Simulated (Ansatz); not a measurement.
Forces on a displaced structure

BHTeF (SMILES FB[Te]), doublet, displaced at random from a GFN2-xTB minimum.

```xyz
4
angstrom
F -0.1791 1.0069 -1.2270
B -0.3908 -0.0330 -0.0652
Te 1.6759 -1.0483 0.6967
H -1.2912 -0.2401 0.5531
```

Ansatz 0.2.0; basis: def2-TZVPP; cores frozen in the correlated methods; orbitals are unrestricted. Filled d shells of the heavier atoms are correlated. Core potentials replace the inner electrons of the atoms past krypton. The def2 sets are not built for correlating such inner shells, so the correlated values are less sure here. B3LYP uses VWN-RPA correlation.

CCSD(T) forces from the calculation:
```csv
atom,Fx,Fy,Fz (eV/Å)
F1,-1.172,-3.726,4.082
B2,5.495,2.806,-3.810
Te3,-2.148,1.022,-0.920
H4,-2.176,-0.101,0.647
```

(1) Which atom feels the largest CCSD(T) force, and how large is it?

No T1 diagnostic of these runs exceeds 0.018. ⟨S²⟩ of the unrestricted Hartree–Fock references: 0.77 (a pure state has 0.75). These are differences at one structure, and CCSD(T) in triple zeta is itself an approximation.

Answers

(1) B2, 7.25 eV/Å, along (0.76, 0.39, -0.53).

Root-mean-square difference of the force components from those of CCSD(T): PBE0-D4 0.060; wB97M-V 0.065; r2SCAN-D4 0.043; PBE-D4 0.184; BLYP-D4 0.296; B3LYP-D4 0.111 eV/Å.

For scale, one of the runs: CCSD(T)/def2-TZVPP forces, 126 basis functions (an equivalent command: `ansatz run in.yaml --threads 4`). The run took 4.7 min on 4 CPU threads (shared host), with 3 GiB of host memory at its peak.
